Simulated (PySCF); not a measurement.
Compound: C6H10Cl2Si.
Atom-mapped SMILES: `[Cl:1][CH2:2][C@@H:3]1[CH:4]=[CH:5][CH2:6][CH2:7][Si@@H:8]1[Cl:9]`

Definitions: NICS(0) = −σiso at the ring centroid; NICS(1) = −σiso and NICS(1)zz = −σzz at ±1 Å along the ring normal z. Level: GIAO PBE0/pcSseg-1 (PySCF, non-relativistic, gas phase) on the GFN2-xTB geometry, one conformer.

Ring bond lengths (Å), with Mayer bond orders in brackets: C3–C4 1.504 (1.00), C4–C5 1.323 (1.98), C5–C6 1.500 (1.04), C6–C7 1.531 (1.04), C7–Si8 1.896 (0.92), Si8–C3 1.913 (0.82).

Q: What do the NICS probes read (ppm)?

A: 
```csv
ring,type,NICS(0),"NICS(1), two faces","NICS(1)zz, two faces",rms pucker (Å),"centre to ring atoms, mean (Å)"
C3–C4–C5–C6–C7–Si8,"6-membered ring with Si; formal bonds 1 double, 5 single",0.1,-2.0 / -1.2,2.2 / 3.6,0.21,1.57
```

Q: What can be read from them?

A: 
- C3–C4–C5–C6–C7–Si8: mean NICS(1)zz 3.0 ppm, near zero. C3, C6, C7, Si8 have four or more neighbours; no verdict on aromaticity is drawn.
